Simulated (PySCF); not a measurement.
Propyl propionate, C6H12O2.
Atom-mapped SMILES: `[CH3:1][CH2:2][CH2:3][O:4][C:5](=[O:6])[CH2:7][CH3:8]` (hydrogens: H9, H10, H11 on C1; H12, H13 on C2; H14, H15 on C3; H16, H17 on C7; H18, H19, H20 on C8)

Method: TDDFT PBE0/def2-SVPD, vertical, gas phase, core orbitals frozen in the response (PySCF). One conformer (not necessarily the lowest) at the GFN2-xTB geometry, without solvent, vibrations or thermal averaging. Torsions of this conformer, `[CH3:1][CH2:2][CH2:3][O:4][C:5](=[O:6])[CH2:7][CH3:8]`: C1–C2–C3–O4 176°, C2–C3–O4–C5 85°, C3–O4–C5–O6 2°, O4–C5–C7–C8 -127°.

Computed states:

```json
{"state": "S1", "E (eV)": "5.95", "f": "0.0007"}
{"state": "S2", "E (eV)": "7.63", "f": "0.0075"}
{"state": "S3", "E (eV)": "7.83", "f": "0.125"}
{"state": "S4", "E (eV)": "8.09", "f": "0.0006"}
{"state": "S5", "E (eV)": "8.25", "f": "0.0017"}
{"state": "S6", "E (eV)": "8.32", "f": "0.017"}
```

Each state is given a Gaussian of 0.4 eV full width at half maximum, with ε(max) = 2.175×10⁸ f / Δν̃ (Δν̃ the width in cm⁻¹). The width is an assumption, not a result. The curve ends short of the highest state used, and states not computed would add to its high-energy end.

Q: Give the broadened spectrum and its maxima.

A: 
```
λ (nm)  ε (L mol⁻¹ cm⁻¹)
 160.7              7283
 163.8              3186
 166.8               851
 169.9               145
 173.0                18
 176.1                 2
 179.2                 0
 182.3                 0
 185.4                 0
 188.5                 0
 191.6                 0
 194.7                 2
 197.8                 9
 200.8                21
 203.9                37
 207.0                49
 210.1                48
 213.2                36
 216.3                22
 219.4                11
 222.5                 4
 225.6                 1
 228.7                 0
 231.8                 0
```

Maxima: 208 nm (5.95 eV), ε about 50, made up of S1 (100%) (ε in L mol⁻¹ cm⁻¹; maxima over ε = 5, shares over 10%). At its high-energy end, 7.72 eV, the curve is still rising (ε about 7400, from S3).

Q: What would ε be at 5.95 eV, the highest of these maxima, with half the width (0.2 eV)?

A: About 99.8 L mol⁻¹ cm⁻¹ against 49.9, a factor of about 2.00; a lone state at its own centre would give exactly 2.

Q: Coming from long wavelengths, where does ε first pass 100 L mol⁻¹ cm⁻¹?

A: At about 170 nm (7.27 eV), 1.32 eV above S1.

Q: On this curve, what absorbance would a 10⁻³ mol/L sample give at 222 nm over a 1 cm path?

A: 222 nm is 5.585 eV, where ε is about 5 L mol⁻¹ cm⁻¹, so A = ε c l ≈ 0.005 (Beer–Lambert, with the gas-phase spectrum and the assumed width).
